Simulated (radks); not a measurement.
Values are calculated unless marked as measured or tabulated.
Q: Species: the nickel ion Ni2+. Configuration: [Ne] 3s2 3p(1/2: 1, 3/2: 4) 3d(3/2: 4, 5/2: 5) (not the ground configuration). Level of theory: Dirac Kohn-Sham, relativistic LDA (MacDonald-Vosko exchange, VWN5 correlation), spin-unpolarised, spherical densities, finite nucleus; Fermi nuclear charge, rms radius 3.7757 fm (a radial shooting solver on a logarithmic mesh with Libxc functionals). Some entries of the table are withheld. Estimate them.

orbital,occ.,eigenvalue (hartree),<r^2> (bohr^2)
1s1/2,2,-301.1811,(1)
2s1/2,2,-36.70858,(2)
2p1/2,2,-32.20805,(3)
2p3/2,4,-31.56803,(4)
3s1/2,2,-4.82099,(5)
3p1/2,1,-3.44030,0.7027
3p3/2,4,-3.35881,0.7211
3d3/2,4,(6),(7)
3d5/2,5,(8),(9)

A: 
(1) 1s1/2 <r^2> (bohr^2): 0.003959
(2) 2s1/2 <r^2> (bohr^2): 0.07115
(3) 2p1/2 <r^2> (bohr^2): 0.05596
(4) 2p3/2 <r^2> (bohr^2): 0.05753
(5) 3s1/2 <r^2> (bohr^2): 0.6358
(6) 3d3/2 eigenvalue (hartree): -1.09429
(7) 3d3/2 <r^2> (bohr^2): 1.183
(8) 3d5/2 eigenvalue (hartree): -1.08506
(9) 3d5/2 <r^2> (bohr^2): 1.197
